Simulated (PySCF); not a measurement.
# Br: ionisation energy

Br [Ar] 3d10 4s2 4p5 (2P) → Br+ [Ar] 3d10 4s2 4p4 (3P), as a difference of total energies. Computed with PySCF 2.14 in x2c-TZVPPall (6s5p4d1f, 48 functions), with the spin-free X2C one-electron Hamiltonian (Gaussian nucleus). Correlated levels: valence and next inner shell: [Ne] frozen. The calculations carry no spin-orbit coupling.

```json
{"method": "UHF", "ionisation energy (eV)": "10.722"}
{"method": "MP2 (valence and next inner shell)", "ionisation energy (eV)": "11.590"}
{"method": "SCS-MP2 (valence and next inner shell)", "ionisation energy (eV)": "11.568"}
{"method": "CCSD (valence and next inner shell)", "ionisation energy (eV)": "11.560"}
{"method": "CCSD(T) (valence and next inner shell)", "ionisation energy (eV)": "11.599"}
```

Q: How much does correlation contribute at CCSD(T) (valence and next inner shell)?

A: 11.599 − (10.722) = 0.877 eV, measured against UHF.

Errors of the correlated levels include the incompleteness of this basis and the frozen core.

For comparison: 11.844 eV (measured; NIST levels, between the centres of gravity of the two terms).
